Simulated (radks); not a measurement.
The numbers below are computed, except where a source is named.
Q: Species: Tb2+. Configuration: [Xe] 4f8 5d1 (not the ground configuration). Level of theory: scalar-relativistic Kohn-Sham, LDA (Slater exchange, Perdew-Wang correlation), spin-polarised, spherical densities, finite nucleus; open shells are filled with parallel spins first (spin-orbit coupling, left out, can overturn this in heavy ions); Fermi nuclear charge, rms radius 5.06 fm (a radial shooting solver on a logarithmic mesh with Libxc functionals). Some entries of the table are withheld. Estimate them.

orbital  occ.  eigenvalue (Ry)  <r> (bohr)
1s down     1        -3808.942     0.02152
1s up       1        -3808.941     0.02152
2s up       1        -632.7571     0.09157
2s down     1        -632.7475     0.09157
2p up       3        -562.7438     0.08091
2p down     3        -562.7366     0.08091
3s up       1        -141.5983      0.2397
3s down     1        -141.4178      0.2396
3p up       3        -119.9987      0.2384
3p down     3        -119.8195      0.2382
3d up       5        -91.74770      0.2168
3d down     5        -91.60694      0.2165
4s up       1        -29.38621      0.5412
4s down     1        -28.99805      0.5414
4p up       3        -22.25835      0.5730
4p down     3        -21.87522      0.5733
4d up       5        -12.46405      0.6215
4d down     5        -12.08907      0.6226
5s up       1         -4.88891       1.299
5s down     1         -4.67992       1.314
5p up       3              (1)       1.517
5p down     3              (2)       1.540
4f up       7         -1.82817      0.8258
4f down     1         -1.49189      0.8583
5d up       1         -1.17155       2.303
5d down     0         -1.07196       2.388

A: 
(1) 5p up eigenvalue (Ry): -3.14938
(2) 5p down eigenvalue (Ry): -2.98001
